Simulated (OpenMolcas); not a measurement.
## Ni7+: effect of the active space

| Property | Result |
| --- | --- |
| Program | OpenMolcas 26.06 |
| Method | SS-CASPT2 or its RAS form, IPEA 0.25 Eh, imaginary shift 0.1 Eh |
| Basis | ANO-RCC-VTZP |
| Scalar Hamiltonian | DKH2, point nucleus |
| Spin-orbit coupling | RASSI with atomic mean-field integrals over the reference wave functions, term energies averaged over their components |

A. 3 electrons in 5 orbitals (3d); 2S+1 = 4 even, 10 roots; 2S+1 = 2 even, 40 roots; closed shells correlated: 3s 3p; CASPT2 step of the order of 14 core-seconds
B. 9 electrons in 8 orbitals (RAS1 3p, at most 2 holes; RAS2 3d); 2S+1 = 4 even, 10 roots; 2S+1 = 2 even, 40 roots; closed shells correlated: 3s; CASPT2 step about 40 core-seconds

Energies in eV above 3d³ ⁴F_3/2, the measured ground level; measured values from Corliss and Sugar, J. Phys. Chem. Ref. Data 10, 197 (1981).

```csv
Level,A,B,Measured
3d³ ⁴F_3/2,0.0000,0.0000,0.0000
3d³ ⁴F_5/2,0.1226,0.1249,0.1255
3d³ ⁴F_7/2,0.284,0.289,0.2708
3d³ ⁴F_9/2,0.477,0.485,0.4613
3d³ ⁴P_1/2,3.012,2.998,2.8840
3d³ ⁴P_3/2,3.047,3.027,2.9397
3d³ ⁴P_5/2,3.202,3.196,3.0586
3d³ ²G_7/2,3.288,3.308,
3d³ ²G_9/2,3.439,3.461,
3d³ ²P_1/2,4.458,4.219,
3d³ ²H_9/2,4.524,4.569,
3d³ ²H_11/2,4.626,4.673,
3d³ ²D_5/2(1),4.639,4.687,
3d³ ²F_7/2,7.333,7.328,
3d³ ²F_5/2,7.398,7.395,
3d³ ²D_5/2(2),11.469,11.344,
3d³ ²D_3/2(2),11.546,11.438,
```

Deviations, from unrounded energies. A percentage is the sum of absolute deviations over the sum of measured energies, with the sign that they share, or ± where signs differ.

| Against measurement | Levels | A | B |
| --- | --- | --- | --- |
| mean absolute deviation (cm-1) | 6 | 550 | 510 |
| fine structure of the ground term (%) | 3 | ±3.7 | ±5.0 |
| other terms of the ground configuration (%) | 3 | +4.3 | +3.8 |

B lies closest to measurement on these levels. The largest miss of B in the table is 3d³ ⁴P_5/2, by +1100 cm-1. The ranking rests on the paired levels alone, and a cruder setting can come out closer through cancelling errors.

The two smallest mean deviations differ by little beside CASPT2's spread within terms, so their order carries little weight.

Between A and B the level of the table that moves most is 3d³ ²P_1/2, by 1900 cm-1 (lowest in B, highest in A). Moves below CASPT2's spread within the term are not significant.

CASPT2 does not keep the components of a term degenerate, so their means are used; among the terms shown or strongly mixed into the levels shown the widest spread is 880 cm-1 (3d³ ²H, A). The CASPT2 spread within a term exceeds the gap to the next term for 3d³ ²P and 3d³ ²D(1), 3d³ ²D(1) and 3d³ ²H, so the order of their levels is uncertain, and so are names and mixing where such terms share a J (holds for A). Active for correlation alone: 3p; no level in the range computed is led by a configuration that opens it, so any true level of that kind is missing (holds for B). Measured partners are found by configuration, term and J. A level has none where our copy of the source lacks it or the pairing is in doubt (some pairs that miss far off the trend of their configuration count as doubtful), and it then counts in no deviation. Only configurations of the active space appear. Levels that lie high or do not pair safely by name in every column are left out.

A number in round brackets counts repeated terms of one configuration in the order of the reference energies.
